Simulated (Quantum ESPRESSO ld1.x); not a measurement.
The numbers below are computed, except where a source is named.
Problem. Ag2+, configuration [Kr] 4d7 5p2 (not the ground configuration). Level of theory: Dirac Kohn-Sham, PBEsol, spin-unpolarised, spherical densities, point nucleus; open shells fill j = l - 1/2 first (ld1.x of Quantum ESPRESSO 7.5).

Spin-orbit splittings of the eigenvalues, e(l+1/2) - e(l-1/2), with zeta = 2 splitting/(2l+1) and mean radii in bohr:

shell  occ.  splitting (eV)  zeta (eV)  <r> j=l-1/2  <r> j=l+1/2
2p        6           175.2      116.8       0.1141       0.1192
3p        6           30.93      20.62       0.3601       0.3710
3d       10           6.234      2.494       0.3437       0.3472
4p        6           5.326      3.551       0.9601       0.9886
4d        7          0.7038     0.2815        1.217        1.230
5p        2               ?          ?        2.734        2.806

Estimate the 5p splitting.

Solution. 0.6017 eV (zeta = 0.4012 eV).
